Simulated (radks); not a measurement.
Q: The samarium ion Sm+, configuration [Xe] 4f6 6s1. All-electron calculation, scalar-relativistic Kohn-Sham, LDA (Slater exchange, VWN5 correlation), spin-polarised, spherical densities, point nucleus; open shells are filled with parallel spins first (spin-orbit coupling, left out, can overturn this in heavy ions). Program: a radial shooting solver on a logarithmic mesh with Libxc functionals. Some entries of the table are withheld. Estimate them.

| orbital | occ. | eigenvalue (hartree) | <r> (bohr) | r(max) (bohr) |
|---|---|---|---|---|
| 1s up | 1 | -1713.995 | 0.02276 | 0.01450 |
| 1s down | 1 | -1713.995 | 0.02276 | 0.01450 |
| 2s up | 1 | -280.2821 | 0.09707 | 0.08222 |
| 2s down | 1 | -280.2795 | 0.09707 | 0.08222 |
| 2p up | 3 | -250.1532 | 0.08550 | 0.06636 |
| 2p down | 3 | -250.1513 | 0.08550 | 0.06636 |
| 3s up | 1 | -61.56687 | 0.2553 | 0.2339 |
| 3s down | 1 | -61.49607 | 0.2552 | 0.2338 |
| 3p up | 3 | -52.14813 | 0.2536 | 0.2292 |
| 3p down | 3 | -52.07795 | 0.2534 | 0.2291 |
| 3d up | 5 | -39.36117 | 0.2312 | 0.1876 |
| 3d down | 5 | -39.30614 | 0.2309 | 0.1875 |
| 4s up | 1 | -12.44299 | 0.5797 | 0.5396 |
| 4s down | 1 | -12.27489 | 0.5796 | 0.5393 |
| 4p up | 3 | -9.34667 | 0.6138 | 0.5632 |
| 4p down | 3 | -9.17910 | 0.6138 | 0.5629 |
| 4d up | 5 | -5.00215 | 0.6713 | 0.5877 |
| 4d down | 5 | -4.83644 | 0.6720 | 0.5873 |
| 5s up | 1 | -1.85549 | 1.402 | 1.255 |
| 5s down | 1 | -1.75841 | 1.421 | 1.266 |
| 5p up | 3 | -1.11039 | 1.649 | 1.425 |
| 5p down | 3 | -1.03399 | 1.678 | 1.445 |
| 4f up | 6 | -0.36802 | 0.9870 | (1) |
| 6s up | 1 | -0.33161 | 3.814 | 3.377 |
| 6s down | 0 | -0.29406 | 3.948 | 3.447 |
| 5d up | 0 | -0.28786 | 2.784 | (2) |
| 5d down | 0 | -0.24405 | 2.908 | (3) |
| 4f down | 0 | -0.22607 | 1.073 | (4) |
| 6p up | 0 | -0.20952 | 4.787 | (5) |
| 6p down | 0 | -0.18147 | 5.102 | (6) |
| 7s up | 0 | -0.10128 | 8.400 | 7.868 |
| 7s down | 0 | -0.09386 | 8.845 | 8.287 |

A: 
(1) 4f up r(max) (bohr): 0.6131
(2) 5d up r(max) (bohr): 2.102
(3) 5d down r(max) (bohr): 2.164
(4) 4f down r(max) (bohr): 0.6163
(5) 6p up r(max) (bohr): 4.250
(6) 6p down r(max) (bohr): 4.477
